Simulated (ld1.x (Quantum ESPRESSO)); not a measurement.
In, ultrasoft: configuration errors across variants

ld1.x (Quantum ESPRESSO) 7.5 input, shortened:

```
&input
   title='In', zed=49., rel=1, dft='BLYP', iswitch=3,
   config='[Kr] 4d10 5s1 5p2'
 /
 &inputp
   pseudotype=3, tm=.true., lloc=-1, rcloc=1.35,
   nlcc=.true., rcore=1.55
 /
6
5S  1  0   1.00   0.00  1.95  2.10  0.0
5S  1  0   0.00  -0.30  1.95  2.10  0.0
5P  2  1   2.00   0.00  2.15  2.70  0.0
5P  2  1   0.00   0.40  2.15  2.70  0.0
4D  3  2  10.00   0.00  1.35  1.65  0.0
4D  3  2   0.00  -0.25  1.35  1.65  0.0
 &test
   configts(1)='4d10 5s1 5p2'
 /
```

All-electron excitation energies from the reference (eV): (1) 4d10 5s2 5p1 -5.867; (2) 4d10 5s2 5p0 -0.510; (3) 4d10 5s1 5p0 18.813; (4) 4d10 5s2 5p1.3 -6.379; (5) 4d9 5s2 5p1 19.033; (6) 4d9 5s0 5p0 103.594; (7) 4d10 5s1 5p1 6.073.

2 further variants failed, have other tests or another functional or relativity, and are left out.

A true bound ghost makes a file unfit for plane-wave use even where its test errors are small: the radial tests pick states by their node count and pass the ghost by.

Errors AE − PS in meV (a dash: test not solved or not reliable):

```csv
change,(1),(2),(3),(4),(5),(6),(7),bound ghosts
base,-0.7,-2.4,-10,-0.5,-147,-11,-2.1,"s, p"
local potential all-electron potential smoothed inside 1.55 bohr (lloc = -1),-0.7,-2.4,-10,-0.5,-136,-10,-2.0,s
"wave 5s channel at -0.3 Ry: rcut 1.95, rcutus 2.10 bohr becomes 5s channel at -0.33 Ry: rcut 1.95, rcutus 2.10 bohr",-0.7,-2.4,-10,-0.5,-147,-11,-2.1,"s, p"
"waves 5s (bound): rcut 1.95, rcutus 2.08 bohr; 5s channel at -0.3 Ry: rcut 1.95, rcutus 2.08 bohr",-0.7,-2.4,-10,-0.5,-147,-11,-2.1,"s, p"
"waves 4d (bound): rcut 0.98, rcutus 1.04 bohr; 4d channel at -0.25 Ry: rcut 0.98, rcutus 1.04 bohr",-0.8,-2.5,-10,-0.6,-149,-11,-2.0,"s, p"
"all radii but the core radius scaled by about 1.23 (s 2.58, p 3.32, d 2.04 bohr, rcut 2.40/2.64/1.66); local potential all-electron potential smoothed inside 1.66 bohr (lloc = -1)",-4.6,-7.0,-14,-4.1,–,–,–,s
core correction a·sin(br)/r model core inside 1.28 bohr,-1.0,-2.7,-11,-0.8,-157,-31,-2.1,"s, p"
local potential all-electron potential smoothed inside 2.46 bohr (lloc = -1),-0.7,-2.4,-11,-0.6,-143,-15,-2.1,none
```

Question: Give the same row for: type TM; waves now 5p (bound): rc 2.70 bohr; 4d (bound): rc 1.65 bohr; 5s (bound): rc 2.10 bohr; local potential the s channel.

Answer: -0.6, -3.1, -9.6, 0.0, -223, -207, -1.4; bound ghosts: none.
